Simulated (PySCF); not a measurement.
# Stationary points of GeCl4

Level of theory: PBE0 in PySCF with Ge def2-SVP, Cl def2-SVP; no relativity; density-fitted integrals.

Relaxations began from a few typed shapes. The search is not exhaustive: other isomers or separated fragments can lie lower, and high-lying points may rest on an excited occupation.

(1) Order these stationary points by electronic energy, lowest first, in kJ/mol from the lowest minimum.
A. singlet D4h: Ge–Cl 2.182 Å (×4); Cl–Ge–Cl 90.0° (×4), Cl–Ge–Cl 180.0° (×2)
B. singlet Td: Ge–Cl 2.126 Å (×4); Cl–Ge–Cl 109.5° (×6)

(2) Which of them are minima?

Answers

(1) B (0.0), A (216.2).

(2) By energy in kJ/mol, 0.0: minimum; 216.2: saddle point, 1 imaginary mode.

Counting electrons, germanium keeps none of its valence electrons outside its bonds, so the VSEPR class is AX4 and the expected shape is tetrahedral (Td), as computed.
